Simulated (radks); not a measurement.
Results of a calculation; reference values are marked as such.
Mean orbital radii <r> (bohr) of the krypton ion Kr+, [Ar] 3d10 4s2 4p5, at several levels of relativity; Dirac values are averaged over j with weights 2j + 1. Spin-unpolarised spherical Kohn-Sham, PBEsol, point nucleus unless stated (finite: rms radius 4.1884 fm), a radial shooting solver on a logarithmic mesh with Libxc functionals. A level marked "c x" has the speed of light scaled by that factor and shares open shells by 2j + 1; other Dirac levels either fill j = l - 1/2 first or share by 2j + 1.

[
 {"shell": "1s", "non-rel.": "0.04247", "scalar-rel.": "0.04151", "Dirac, 2j+1 shares": "0.04150", "Dirac, c x 1.5": "0.04205", "change of magnitude, last against first (%)": "-1.00"},
 {"shell": "2s", "non-rel.": "0.1879", "scalar-rel.": "0.1836", "Dirac, 2j+1 shares": "0.1833", "Dirac, c x 1.5": "0.1859", "change of magnitude, last against first (%)": "-1.07"},
 {"shell": "2p", "non-rel.": "0.1619", "scalar-rel.": "0.1602", "Dirac, 2j+1 shares": "0.1601", "Dirac, c x 1.5": "0.1611", "change of magnitude, last against first (%)": "-0.51"},
 {"shell": "3s", "non-rel.": "0.5419", "scalar-rel.": "0.5307", "Dirac, 2j+1 shares": "0.5305", "Dirac, c x 1.5": "0.5369", "change of magnitude, last against first (%)": "-0.92"},
 {"shell": "3p", "non-rel.": "0.5456", "scalar-rel.": "0.5408", "Dirac, 2j+1 shares": "0.5407", "Dirac, c x 1.5": "0.5434", "change of magnitude, last against first (%)": "-0.40"},
 {"shell": "3d", "non-rel.": "0.5536", "scalar-rel.": "0.5556", "Dirac, 2j+1 shares": "0.5557", "Dirac, c x 1.5": "0.5545", "change of magnitude, last against first (%)": "+0.16"},
 {"shell": "4s", "non-rel.": "1.566", "scalar-rel.": "1.537", "Dirac, 2j+1 shares": "1.537", "Dirac, c x 1.5": "1.553", "change of magnitude, last against first (%)": "-0.80"},
 {"shell": "4p", "non-rel.": "1.833", "scalar-rel.": "1.826", "Dirac, 2j+1 shares": "1.826", "Dirac, c x 1.5": "1.830", "change of magnitude, last against first (%)": "-0.17"}
]
